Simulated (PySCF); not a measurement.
Cl4SW, singlet, at a GFN2-xTB geometry (such geometries of metal compounds can be far from the true shape) (core potentials on W). Base run: DF-BLYP/def2-SVP (PySCF).

The PySCF input:
```python
from pyscf import gto, scf, dft

mol = gto.M(
    atom='''
W     0.05136557   -0.02213398    0.05443562
S     1.49823173   -0.64560426    1.58777894
Cl   -1.46040727    0.62930529   -1.54769376
Cl    0.27309176    2.15259903    0.49173666
Cl    1.19778788   -0.92365033   -1.63163749
Cl   -1.64416414   -1.15427854    0.95625937
''',
    basis='def2-svp',
    ecp={'W': 'def2-svp'},
    verbose=4,
)

mf = dft.RKS(mol)
mf.xc = 'blyp'
mf = mf.density_fit(auxbasis='def2-universal-jkfit')
mf.kernel()
```

Each row names what was changed in the base input (with any setting that the change needs).

| change | basis functions | E (Eh) | HOMO (eV) | HOMO-LUMO gap (eV) | dipole (D) | core-seconds (rough) |
|---|---|---|---|---|---|---|
| base | 122 | -2305.56700 | -6.88 | 2.51 | 0.46 | 20 |
| basis = LANL2DZ | 62 | -137.63480 | -7.48 | 2.37 | 1.02 | 7 |
| basis = def2-SV(P) | 115 | -2305.54211 | -6.96 | 2.47 | 0.58 | 10 |
| basis = def2-SVPD | 170 | -2305.59368 | -7.10 | 2.41 | 0.74 | 20 |
| basis = def2-TZVP | 225 | -2306.36437 | -6.95 | 2.44 | 0.62 | 30 |

Totals compare only among sets that treat the same electrons; sets with core potentials leave the core out.
